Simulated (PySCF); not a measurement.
Ligand exchange on a metal centre used in film growth or etching (Hf F-OH). Gas-phase values, no solvent. One relaxed conformer stands for each flexible species; it need not be the lowest. In the def2 sets, heavy atoms carry core potentials. All members: neutral, multiplicity 1. Level: B3LYP-D3(BJ)/def2-TZVP // BP86-D3(BJ)/def2-SVP (PySCF), beside PBE-D3(BJ)/def2-TZVP // BP86-D3(BJ)/def2-SVP (PySCF) at the same geometries. B3LYP has the VWN-RPA correlation part, as in Gaussian.  Orbital energies are measured against the vacuum level.

| species | HOMO, PBE (eV) | HOMO, B3LYP-D3(BJ) (eV) |
|---|---|---|
| [Hf(F)4] | -10.09 | withheld |
| [Hf(F)3(OH)] | -8.43 | -9.93 |
| [Hf(F)2(OH)2] | -7.79 | -9.25 |
| [Hf(F)(OH)3] | -7.15 | -8.58 |
| [Hf(OH)4] | -6.71 | -8.12 |

Question: Fit y = a + b·x, y being the HOMO at the first level, to the 4 complete rows by least squares, with x = the PBE value in eV. Give a, b and the rms residual, and predict the withheld value.

Answer: Means of the 4 rows: x̄ = -7.52, ȳ = -8.97 eV. Σ(x − x̄)² = 1.694 and Σ(x − x̄)(y − ȳ) = 1.782, so b = 1.052 and a = ȳ − b·x̄ = -1.059 eV. The rms residual is 0.003 eV. At x = -10.09 the line gives -11.67 eV, outside the range of the fitted rows. The run for [Hf(F)4] gave -11.85 eV, so the line is off by 0.18 eV, more than twice the rms residual.

Codes: PySCF.
